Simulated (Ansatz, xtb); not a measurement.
Relaxing a trial structure of FH5OSiSn

The starting geometry of this gas-phase singlet was built from a drawn formula by distance geometry and a force field; its bonds are those of `[OH2+][SiH-][SnH2][F]`.

```yaml
atoms:
  - { symbol: F, position_ang: [-2.5424, -3.5757, -1.5577] }
  - { symbol: O, position_ang: [-1.3400, -1.1200, 1.4876] }
  - { symbol: Si, position_ang: [-0.2074, -2.3193, 0.9487] }
  - { symbol: Sn, position_ang: [-0.7266, -2.8679, -1.4379] }
  - { symbol: H, position_ang: [-1.3054, -0.4162, 0.8377] }
  - { symbol: H, position_ang: [-2.1997, -1.5084, 1.3291] }
  - { symbol: H, position_ang: [1.1039, -1.7522, 1.0105] }
  - { symbol: H, position_ang: [0.3718, -4.1162, -2.0107] }
  - { symbol: H, position_ang: [-0.5947, -1.4305, -2.4371] }
```

Task: Predict what it relaxes into with r2SCAN-D4/def2-SVP.

Result: It keeps its links, though one stretches towards breaking, and is `[OH2+][SiH-][SnH2][F]`. Distances that change by over a tenth: O2–Si3 (1.74 → 1.97 Å).

The energy falls by 2.18 eV over 26 steps:

```json
{"step": "1", "E − E(last) (eV)": "2.184"}
{"step": "4", "E − E(last) (eV)": "0.666"}
{"step": "7", "E − E(last) (eV)": "0.616"}
{"step": "9", "E − E(last) (eV)": "0.576"}
{"step": "12", "E − E(last) (eV)": "0.359"}
{"step": "15", "E − E(last) (eV)": "0.104"}
{"step": "18", "E − E(last) (eV)": "0.022"}
{"step": "20", "E − E(last) (eV)": "0.005"}
{"step": "23", "E − E(last) (eV)": "0.001"}
{"step": "26", "E − E(last) (eV)": "0.000"}
```

Final geometry (Å):

```xyz
9

F    -2.2613   -2.2835   -0.9500
O    -1.6117   -1.7615    1.3063
Si    0.2144   -2.4931    1.2455
Sn   -0.2912   -2.7650   -1.3763
H    -1.6192   -0.7970    1.4010
H    -2.0750   -1.9699    0.3869
H     0.7754   -1.0861    0.9724
H    -0.5391   -4.2974   -2.1339
H    -0.0330   -1.6531   -2.6817
```

From the same start GFN2-xTB ends elsewhere, differing in Si3–H9 (1.53 against 4.02 Å here), Sn4–H9 (3.21 against 1.73 Å here).

The end wasn't checked by frequencies. Atoms past krypton carry core potentials, without spin–orbit terms. Run with Ansatz 0.2.0, 58 s on 1 thread of Intel(R) Xeon(R) 6975P-C (Granite Rapids), on a shared host.
